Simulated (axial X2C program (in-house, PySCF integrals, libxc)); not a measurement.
What spin–orbit coupling does to CoH⁺

Calculated with an in-house all-electron X2C program for linear molecules (integrals from PySCF). Spin-free means the one-electron spin-free X2C Hamiltonian; two-component (2c) means X2C with spin–orbit coupling and atomic mean-field two-electron Coulomb and Gaunt terms, so the difference of the two also holds small scalar two-electron terms. Basis: Co dyall-cv3z [9s10p6d3f2g], H dyall-v3z [6s2p1d] (cores contracted in-house); Gaussian nuclei, density fitting, unrestricted open shells. Masses: Co 58.933 u, H 1.008 u.

Spin-free state: M_S = 3/2, Λ = 0 (beyond evenly filled blocks: σα, δ+α, δ-α); fragments Co+ + H.

```
level  Re (Å)  ωe (cm⁻¹)  De (eV)  μ (D)
 PBE0   1.500     1961.5    2.169  -1.67
  LDA   1.470     2010.3    2.740  -0.96
```

Dipoles are positive if H is the positive end and refer to the centre of mass.

Two-component determinant lowest at the distance of the search:

Ω = 9/2 (⟨Sz⟩ = 1.50, ⟨Lz⟩ = 3.00 at PBE0); fragments Co+ + H.

```json
{"level": "PBE0", "Re (Å)": "1.514", "ωe (cm⁻¹)": "1978.9", "μ (D)": "-1.69"}
{"level": "LDA", "Re (Å)": "1.503", "ωe (cm⁻¹)": "1946.9", "μ (D)": "-1.00"}
```

(1) From the two tables, how do the constants change at the PBE0 level (2c against spin-free)?

One determinant describes the state; a PBE0 search over occupations chose it and may have missed a lower one. De is counted from the lowest determinant-based energies of the atoms at the same level, without counterpoise correction. De is not given where an atomic determinant may have missed its ground term or J level, or where the truncated virtual space spoils (T). Density functionals use the spin component along the axis (collinear). PBE0 can misorder states that lie within some tenths of an eV, so this need not be the ground state of the molecule. The nearest other spin-free determinant of the search, M_S = 3/2, Λ = 3, lies 0.08 eV up at the distance of the search. The functionals have no current-density term, which raises determinants with orbital currents, atoms included. With several unpaired electrons one determinant need not be a pure state. A state of lower Ω lies just above, and one determinant can place such states too high, so the state shown need not be the lowest. The search has Ω = 3/2 only 0.01 eV up. At some level and bond length an empty orbital lies below a filled one.

Answers

(1) At the PBE0 level Re goes up by 0.014 Å and ωe increases by 17.4 cm⁻¹. The two determinants differ in configuration, so these shifts compare two states and are not the spin–orbit effect on one state.
